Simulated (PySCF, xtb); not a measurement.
BHN, SMILES N=[B], multiplicity 2.

Harmonic wavenumbers (cm⁻¹) from GFN2-xTB run with xtb at its own minimum, in rising order: 471, 471, 2058, 3649.

Task: What does B3LYP-D3(BJ)/def2-TZVPD (PySCF) give at its own minimum? (Estimate from the structure and the level; the computed values follow.)

Result: 458, 458, 1915, 3843. Paired by order, the mean absolute difference is 91 cm⁻¹ and the zero-point energies are 9.5 and 9.5 kcal/mol.
